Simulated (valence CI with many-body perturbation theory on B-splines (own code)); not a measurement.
# E1 line list for Ru³⁹⁺

Method: valence CI with perturbative core correlation (CI+MBPT): three valence electrons over a frozen Dirac-Fock core [He], radial functions for each j: 11 s, 11 p, 10 d, 8 f, 5 g, 2 h, with the one-electron correlation potential Σ1, the two-electron term Σ2, the three-electron term Σ3, Breit, model QED; selected CI, second order for the rest, scaled by the run's own slope (own B-spline code, finite nucleus).

No measured spectrum was set against this ion. As an estimate, large intervals hold to a few tenths of a per cent, small ones and those within an open d or f shell to about a per cent.

Lines 151 to 200 of 550 in falling wavelength, among levels below 4772.2 eV, chosen from the strongest by gf and those to the six lowest levels. Wavelengths and rates use the calculated energies. Electric multipoles are in the length gauge with retardation, E1 and E2 with the static RPA response of the core. Weak lines are less certain than strong ones. Lines between different terms over intervals too small for the method are left out, as are lines whose strength nearly cancels. The highest levels of a list are the least certain.

Levels are named by their leading jj configuration (3d3/2^4 stands for four electrons in 3d with j = 3/2), which in mixed levels can hold well under half, so a name can repeat and another be missing. Letters in brackets count levels of one name in rising energy.

| λ vac (Å) | Upper | Lower | A (s⁻¹) | log gf | Branch % |
| --- | --- | --- | --- | --- | --- |
| 41.24 | (2s 2p1/2 2p3/2) J=1/2 | (2s^2 2p1/2) J=1/2 | 2.40e+11 | -0.91 | 98.1 |
| 40.88 | (2p1/2 2p3/2^2) J=1/2 | (2s 2p1/2 2p3/2) J=3/2 [b] | 2.34e+11 | -0.93 | 69.6 |
| 40.29 | (2s 2p3/2^2) J=1/2 | (2s^2 2p3/2) J=3/2 | 2.02e+11 | -1.01 | 99.8 |
| 40.14 | (2s 2p3/2^2) J=3/2 | (2s^2 2p3/2) J=3/2 | 3.17e+11 | -0.51 | 96.6 |
| 39.98 | (2p1/2^2 2p3/2) J=3/2 | (2s 2p1/2^2) J=1/2 | 1.11e+11 | -0.97 | 65.8 |
| 39.60 | (2p1/2 2p3/2^2) J=5/2 | (2s 2p1/2 2p3/2) J=5/2 | 1.06e+11 | -0.82 | 48.7 |
| 38.55 | (2p1/2 2p3/2^2) J=3/2 | (2s 2p1/2 2p3/2) J=3/2 [a] | 1.32e+11 | -0.93 | 48.5 |
| 11.95 | (2s 2p3/2 4f7/2) J=5/2 | (2s 2p3/2 3d3/2) J=3/2 [b] | 8.98e+11 | -0.94 | 2.5 |
| 11.75 | (2s 2p1/2 4f5/2) J=5/2 [a] | (2s 2p1/2 3d5/2) J=3/2 | 1.30e+12 | -0.79 | 3.5 |
| 11.75 | (2s 2p1/2 4p3/2) J=5/2 | (2s 2p1/2 3d5/2) J=7/2 | 9.30e+11 | -0.94 | 10.1 |
| 11.74 | (2s 2p1/2 4f7/2) J=7/2 [a] | (2s 2p1/2 3d5/2) J=5/2 [b] | 1.65e+12 | -0.56 | 4.6 |
| 11.73 | (2s 2p3/2 4s) J=5/2 | (2s 2p3/2 3p3/2) J=5/2 [a] | 1.21e+12 | -0.82 | 8.6 |
| 11.73 | (2s 2p3/2 4p3/2) J=5/2 [b] | (2s 2p3/2 3d5/2) J=7/2 [b] | 9.70e+11 | -0.92 | 3.9 |
| 11.70 | (2p1/2^2 4f7/2) J=7/2 | (2p1/2 2p3/2 3s) J=5/2 | 1.66e+12 | -0.56 | 4.6 |
| 11.69 | (2s 2p3/2 4f5/2) J=3/2 | (2s 2p3/2 3d5/2) J=1/2 | 1.44e+12 | -0.93 | 3.9 |
| 11.69 | (2p1/2^2 4s) J=1/2 | (2p1/2^2 3p3/2) J=3/2 | 4.66e+12 | -0.72 | 33.3 |
| 11.68 | (2s 2p3/2 4s) J=3/2 [a] | (2s 2p3/2 3p3/2) J=5/2 [a] | 1.89e+12 | -0.81 | 10.4 |
| 11.66 | (2s 2p1/2 4s) J=1/2 [a] | (2s 2p1/2 3p3/2) J=3/2 [a] | 4.66e+12 | -0.72 | 29.8 |
| 11.66 | (2s 2p3/2 4p3/2) J=7/2 | (2s 2p3/2 3d5/2) J=9/2 | 8.58e+11 | -0.85 | 10.0 |
| 11.66 | (2s 2p1/2 4s) J=3/2 | (2s 2p1/2 3p3/2) J=5/2 | 3.59e+12 | -0.53 | 21.0 |
| 11.65 | (2s 2p1/2 4s) J=1/2 [b] | (2s 2p1/2 3p3/2) J=3/2 [b] | 2.86e+12 | -0.93 | 19.4 |
| 11.65 | (2s 2p3/2 4f7/2) J=3/2 | (2s 2p3/2 3d5/2) J=1/2 | 2.23e+13 | 0.26 | 62.2 |
| 11.63 | (2s 2p1/2 4f7/2) J=7/2 [a] | (2s 2p3/2 3s) J=5/2 | 3.66e+12 | -0.23 | 10.1 |
| 11.62 | (2s 2p3/2 4f5/2) J=9/2 | (2s 2p3/2 3d5/2) J=7/2 [a] | 1.04e+12 | -0.68 | 2.8 |
| 11.59 | (2s 2p3/2 4f7/2) J=7/2 | (2s 2p3/2 3d5/2) J=7/2 [a] | 5.70e+12 | -0.04 | 15.7 |
| 11.59 | (2s 2p1/2 4f5/2) J=7/2 | (2s 2p1/2 3d5/2) J=5/2 [b] | 2.06e+12 | -0.48 | 5.6 |
| 11.59 | (2s 2p3/2 4f7/2) J=9/2 | (2s 2p3/2 3d5/2) J=7/2 [a] | 3.29e+13 | 0.82 | 92.5 |
| 11.59 | (2s^2 4s) J=1/2 | (2s^2 3p3/2) J=3/2 | 3.97e+12 | -0.80 | 23.3 |
| 11.59 | (2s 2p1/2 4f5/2) J=5/2 [b] | (2s 2p1/2 3d5/2) J=5/2 [b] | 9.58e+11 | -0.94 | 2.6 |
| 11.57 | (2s 2p1/2 4f5/2) J=5/2 [b] | (2s 2p1/2 3d5/2) J=3/2 | 1.57e+12 | -0.72 | 4.3 |
| 11.57 | (2s 2p3/2 4s) J=5/2 | (2s 2p3/2 3p3/2) J=7/2 | 3.05e+12 | -0.43 | 21.7 |
| 11.57 | (2s 2p3/2 4s) J=3/2 [b] | (2s 2p3/2 3p3/2) J=5/2 [b] | 2.96e+12 | -0.62 | 12.0 |
| 11.56 | (2s 2p1/2 4f5/2) J=5/2 [a] | (2s 2p1/2 3d3/2) J=3/2 [b] | 3.14e+12 | -0.42 | 8.6 |
| 11.56 | (2s 2p1/2 4f7/2) J=5/2 | (2s 2p1/2 3d5/2) J=5/2 [b] | 2.73e+12 | -0.48 | 7.5 |
| 11.56 | (2s 2p3/2 4f5/2) J=5/2 | (2s 2p3/2 3d5/2) J=3/2 [a] | 1.42e+12 | -0.77 | 3.9 |
| 11.56 | (2s 2p1/2 4f7/2) J=7/2 [b] | (2s 2p1/2 3d5/2) J=5/2 [b] | 2.87e+13 | 0.66 | 79.7 |
| 11.56 | (2s 2p3/2 4s) J=3/2 [a] | (2s 2p3/2 3p3/2) J=3/2 | 1.59e+12 | -0.90 | 8.7 |
| 11.55 | (2p1/2^2 4f5/2) J=5/2 | (2p1/2^2 3d5/2) J=5/2 | 2.20e+12 | -0.58 | 6.0 |
| 11.55 | (2s 2p1/2 4f7/2) J=5/2 | (2s 2p1/2 3d5/2) J=3/2 | 2.98e+13 | 0.55 | 82.5 |
| 11.52 | (2s 2p3/2 4f7/2) J=5/2 | (2s 2p3/2 3d5/2) J=3/2 [a] | 2.19e+13 | 0.42 | 60.5 |
| 11.52 | (2p1/2^2 4f7/2) J=7/2 | (2p1/2^2 3d5/2) J=5/2 | 3.32e+13 | 0.72 | 92.5 |
| 11.51 | (2s 2p1/2 4f5/2) J=5/2 [a] | (2s 2p1/2 3d5/2) J=5/2 [a] | 1.25e+12 | -0.83 | 3.4 |
| 11.50 | (2s 2p3/2 4f7/2) J=3/2 | (2s 2p3/2 3d5/2) J=3/2 [a] | 9.78e+12 | -0.11 | 27.3 |
| 11.49 | (2s^2 4f5/2) J=5/2 | (2s 2p1/2 3p1/2) J=3/2 | 1.91e+12 | -0.64 | 5.2 |
| 11.48 | (2s 2p3/2 4f7/2) J=7/2 | (2s 2p3/2 3d5/2) J=5/2 [a] | 2.71e+13 | 0.63 | 74.8 |
| 11.48 | (2s 2p1/2 4f7/2) J=7/2 [a] | (2s 2p1/2 3d5/2) J=5/2 [a] | 1.94e+13 | 0.49 | 53.5 |
| 11.48 | (2s 2p1/2 4f5/2) J=7/2 | (2s 2p3/2 3s) J=5/2 | 1.38e+12 | -0.66 | 3.8 |
| 11.47 | (2s 2p1/2 4f5/2) J=7/2 | (2s 2p1/2 3d5/2) J=7/2 | 2.64e+12 | -0.38 | 7.2 |
| 11.47 | (2s^2 4f5/2) J=5/2 | (2s^2 3d5/2) J=5/2 | 2.39e+12 | -0.55 | 6.5 |
| 11.47 | (2s 2p3/2 4f7/2) J=5/2 | (2s 2p3/2 3d5/2) J=5/2 [a] | 1.03e+13 | 0.09 | 28.5 |

Question: How does gf follow from A for the line at 11.62 Å?

Answer: gf = 1.4992 × (2J+1)_upper × A / σ², with σ = 8609181 cm⁻¹ and 2J+1 = 10: gf = 0.210.
